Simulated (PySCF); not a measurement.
Task: What does the GFN2-xTB structure of InChI=1S/C4H2N3/c5-1-4-2-6-3-7-4/h2-3H/q-1 look like in three dimensions? (Charge -1.)

Result: 
```
atom  x, y, z in Å
N1     3.113   -0.248   -0.225
C2     1.956   -0.233   -0.171
C3     0.578   -0.145   -0.081
C4    -0.168    0.955    0.358
N5    -1.473    0.656    0.302
C6    -1.479   -0.604   -0.165
N7    -0.301   -1.147   -0.415
H8     0.190    1.914    0.699
H9    -2.401   -1.144   -0.327
```

Orientation and origin are arbitrary. Atoms count from 1 in this order. The 7 heavy atoms lie in one plane (0.000 Å rms). C6 (aromatic CH next to a ring nitrogen) is planar (angles 121.9°, 121.6° and 116.6°, sum 360.0°, 0.00 Å off the plane of its three neighbours). C3 (substituted aromatic carbon) is planar (angles 127.0°, 125.1° and 107.9°, sum 360.0°, 0.00 Å off the plane of its three neighbours). The 5 C–N bonds span 1.158 Å (N1≡C2, drawn triple) to 1.375 Å (C3–N7, aromatic), a spread of 0.217 Å.

Bonds between heavy atoms (Å): N1≡C2 1.158, C2–C3 1.384, C3–C4 1.400, C4–N5 1.340, N5–C6 1.344, C6–N7 1.320, C3–N7 1.375.

Computed geometry: GFN2-xTB, gas phase.

Point group: Cs (every atom within 0.08 Å of its image). No GFN2-xTB frequencies stand behind this structure, so it isn't proved a minimum.
